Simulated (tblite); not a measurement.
A geometry optimisation, step by step.

C₆H₁₃AsSi.
Numbering: `[CH2:1]=[CH:2][SiH:3]([CH:4]=[CH2:5])[As:6]([CH3:7])[CH3:8]` (hydrogens: H9, H10 on C1; H11 on C2; H12 on Si3; H13 on C4; H14, H15 on C5; H16, H17, H18 on C7; H19, H20, H21 on C8)

Computed with GFN2-xTB (tblite), gas phase: L-BFGS steps from a force-field or distance-geometry start until the largest atomic force falls under 0.01 eV/Å. 6 of its 239 geometries are shown.

Step 0: E = -638.5505 eV, largest atomic force 2.103 eV/Å
```
atom  x, y, z in Å  |  force x, y, z in eV/Å
C1      2.447   -0.629    1.399   -0.893   1.030   0.210
C2      1.516    0.346    1.378    1.671  -0.861   0.943
Si3     0.300    0.472    0.019   -1.429  -0.215  -0.306
C4      1.167    0.727   -1.600    0.347   0.444  -0.037
C5      1.952    1.776   -1.786    0.199  -0.028  -0.659
As6    -0.975   -1.476   -0.086   -0.129   0.120   0.133
C7     -2.334   -0.671   -1.267   -0.339  -0.084   0.030
C8     -1.958   -1.053    1.574   -0.324  -0.171   0.294
H9      2.493   -1.364    0.603    0.093   0.106   0.225
H10     3.147   -0.689    2.220    0.074  -0.216  -0.186
H11     1.485    1.063    2.193    0.095  -0.149  -0.078
H12    -0.596    1.621    0.269    0.033   0.207   0.042
H13     1.030   -0.012   -2.369    0.075  -0.062  -0.283
H14     2.464    1.903   -2.747   -0.074   0.223   0.524
H15     2.097    2.532   -1.015    0.010  -0.300  -0.388
H16    -1.919   -0.562   -2.272   -0.247   0.011   0.082
H17    -3.219   -1.339   -1.301    0.393   0.397  -0.129
H18    -2.649    0.316   -0.887    0.102  -0.421  -0.234
H19    -2.834   -1.739    1.662    0.561   0.493   0.073
H20    -2.322   -0.007    1.565    0.154  -0.566   0.046
H21    -1.301   -1.197    2.448   -0.370   0.042  -0.302
```

Step 48: E = -638.7499 eV, largest atomic force 0.058 eV/Å
```
atom  x, y, z in Å  |  force x, y, z in eV/Å
C1      2.413   -0.643    1.478   -0.016  -0.024   0.005
C2      1.582    0.386    1.431   -0.022  -0.017   0.006
Si3     0.283    0.584    0.065    0.053   0.022   0.004
C4      1.183    0.794   -1.591    0.010   0.019  -0.020
C5      1.994    1.794   -1.889   -0.001   0.013  -0.004
As6    -0.975   -1.383   -0.092   -0.017  -0.040   0.003
C7     -2.383   -0.693   -1.292   -0.007   0.012  -0.014
C8     -1.991   -1.131    1.579   -0.008   0.006   0.022
H9      2.380   -1.419    0.724   -0.003   0.012   0.015
H10     3.158   -0.773    2.250   -0.033   0.025  -0.016
H11     1.636    1.141    2.206    0.036  -0.005  -0.017
H12    -0.447    1.842    0.361   -0.018  -0.003  -0.007
H13     1.020    0.021   -2.338   -0.003   0.001   0.011
H14     2.498    1.877   -2.841   -0.007   0.000   0.020
H15     2.193    2.586   -1.184   -0.011  -0.023  -0.013
H16    -2.004   -0.564   -2.305    0.005   0.005   0.005
H17    -3.211   -1.403   -1.331    0.018   0.008  -0.007
H18    -2.769    0.263   -0.939    0.002   0.000  -0.010
H19    -2.798   -1.863    1.644    0.026   0.003   0.001
H20    -2.430   -0.134    1.620    0.004  -0.015   0.020
H21    -1.342   -1.265    2.443   -0.008   0.001  -0.003
```

Step 95: E = -638.7846 eV, largest atomic force 0.051 eV/Å
```
atom  x, y, z in Å  |  force x, y, z in eV/Å
C1      2.122   -0.765    1.752    0.001   0.003   0.002
C2      1.687    0.410    1.328    0.015  -0.019  -0.013
Si3     0.322    0.592    0.029    0.009   0.005  -0.050
C4      1.166    0.852   -1.649   -0.010   0.005  -0.017
C5      1.915    1.892   -1.970   -0.021   0.008  -0.008
As6    -0.912   -1.387   -0.158   -0.018   0.012  -0.037
C7     -2.337   -0.640   -1.308    0.028  -0.019   0.025
C8     -1.856   -1.215    1.565    0.002   0.007   0.013
H9      1.686   -1.690    1.391   -0.022   0.018  -0.008
H10     2.925   -0.876    2.464    0.003   0.002   0.022
H11     2.156    1.309    1.708   -0.010  -0.014   0.004
H12    -0.430    1.831    0.350    0.003   0.000   0.024
H13     1.015    0.073   -2.392    0.016   0.000   0.000
H14     2.381    2.004   -2.938    0.009   0.006   0.019
H15     2.093    2.691   -1.267    0.008   0.003  -0.013
H16    -1.930   -0.349   -2.276   -0.005  -0.018   0.021
H17    -3.107   -1.393   -1.481   -0.006   0.018   0.003
H18    -2.805    0.233   -0.853    0.023  -0.021   0.003
H19    -2.601   -2.002    1.684   -0.010  -0.010  -0.030
H20    -2.356   -0.252    1.639   -0.019   0.019   0.017
H21    -1.144   -1.302    2.384    0.006  -0.004   0.025
```

Step 143: E = -638.7936 eV, largest atomic force 0.020 eV/Å
```
atom  x, y, z in Å  |  force x, y, z in eV/Å
C1      2.052   -0.808    1.823    0.000   0.013  -0.004
C2      1.738    0.360    1.289    0.000  -0.005   0.007
Si3     0.370    0.568   -0.005    0.009  -0.018  -0.002
C4      1.205    0.877   -1.679    0.002  -0.004   0.008
C5      1.849    1.985   -2.003   -0.013   0.013  -0.004
As6    -0.886   -1.402   -0.161    0.001   0.002  -0.007
C7     -2.322   -0.668   -1.298    0.008  -0.004   0.006
C8     -1.832   -1.200    1.559    0.000   0.005  -0.004
H9      1.518   -1.710    1.544    0.005  -0.011  -0.003
H10     2.841   -0.935    2.550   -0.005   0.001   0.001
H11     2.295    1.239    1.588   -0.004  -0.012  -0.010
H12    -0.377    1.797    0.366    0.000   0.007  -0.003
H13     1.154    0.075   -2.410    0.000  -0.008   0.004
H14     2.324    2.134   -2.962    0.001  -0.010  -0.008
H15     1.928    2.809   -1.312   -0.002   0.015   0.010
H16    -1.960   -0.502   -2.312    0.012   0.008  -0.010
H17    -3.151   -1.374   -1.353   -0.001  -0.009   0.003
H18    -2.700    0.275   -0.906   -0.002   0.011   0.009
H19    -2.651   -1.917    1.621    0.003  -0.006   0.003
H20    -2.245   -0.198    1.668   -0.010   0.009   0.002
H21    -1.155   -1.389    2.391   -0.005   0.003   0.002
```

Step 190: E = -638.8149 eV, largest atomic force 0.022 eV/Å
```
atom  x, y, z in Å  |  force x, y, z in eV/Å
C1      2.077   -1.039    1.877   -0.003   0.004  -0.007
C2      1.877    0.160    1.357    0.005  -0.009   0.012
Si3     0.509    0.527    0.100   -0.006  -0.007  -0.007
C4      1.373    0.889   -1.542    0.007  -0.001  -0.004
C5      1.348    2.050   -2.175   -0.008   0.010   0.002
As6    -0.856   -1.370   -0.098    0.005  -0.008   0.007
C7     -2.165   -0.605   -1.357   -0.008   0.001  -0.004
C8     -1.894   -1.041    1.550    0.003   0.004   0.009
H9      1.440   -1.877    1.613    0.011   0.009   0.001
H10     2.870   -1.255    2.578   -0.001  -0.004   0.011
H11     2.538    0.970    1.642   -0.009  -0.003   0.001
H12    -0.173    1.771    0.533    0.000   0.009   0.005
H13     1.923    0.067   -1.989   -0.007   0.000  -0.005
H14     1.853    2.217   -3.115   -0.015  -0.004   0.003
H15     0.818    2.898   -1.772    0.007  -0.012  -0.011
H16    -1.730   -0.521   -2.352    0.004   0.008  -0.006
H17    -3.038   -1.255   -1.427    0.005  -0.002  -0.006
H18    -2.497    0.382   -1.039    0.001   0.012   0.004
H19    -2.680   -1.789    1.659    0.013   0.009  -0.007
H20    -2.359   -0.056    1.534    0.012  -0.001  -0.006
H21    -1.243   -1.103    2.421   -0.016  -0.013   0.008
```

Step 238: E = -638.8207 eV, largest atomic force 0.009 eV/Å
```
atom  x, y, z in Å  |  force x, y, z in eV/Å
C1      2.115   -1.064    1.917    0.002  -0.007  -0.002
C2      1.919    0.141    1.411    0.001  -0.002   0.000
Si3     0.559    0.522    0.150   -0.004   0.003  -0.005
C4      1.381    0.886   -1.513    0.004   0.003  -0.003
C5      1.157    1.962   -2.248   -0.001   0.002   0.005
As6    -0.828   -1.352   -0.090   -0.007  -0.005   0.002
C7     -2.078   -0.525   -1.372    0.000   0.003  -0.003
C8     -1.908   -1.031    1.532    0.001  -0.002  -0.005
H9      1.488   -1.901    1.628   -0.003   0.004  -0.002
H10     2.895   -1.288    2.629    0.000   0.002   0.002
H11     2.569    0.950    1.721    0.000   0.005  -0.001
H12    -0.120    1.766    0.593    0.004   0.003   0.003
H13     2.051    0.125   -1.900   -0.001   0.001   0.001
H14     1.616    2.121   -3.213   -0.001  -0.003   0.003
H15     0.499    2.747   -1.910    0.002  -0.004  -0.003
H16    -1.588   -0.376   -2.333   -0.001  -0.001   0.000
H17    -2.940   -1.174   -1.530    0.003   0.001   0.001
H18    -2.436    0.439   -1.013    0.003  -0.004   0.003
H19    -2.764   -1.707    1.549   -0.004  -0.003   0.002
H20    -2.278   -0.007    1.565   -0.001   0.003   0.001
H21    -1.315   -1.216    2.428    0.003   0.000   0.000
```

Problem. Summarise the path.

Solution. The energy falls by 6.23 kcal/mol from step 0 to step 238; nine tenths of that is first reached at step 144. It rises by more than 0.2 meV at step 186. The largest force goes from 2.103 to 0.009 eV/Å. Among the bonds C2–Si3 changes most, from 1.827 to 1.893 Å; the atoms move by 0.778 Å rms after alignment.

The cost below is that of the whole relaxation. Time: 6.9 s. Hardware: Intel Xeon at 2.50 GHz, one thread, shared host with 64 logical CPUs at a one-minute load of 62.
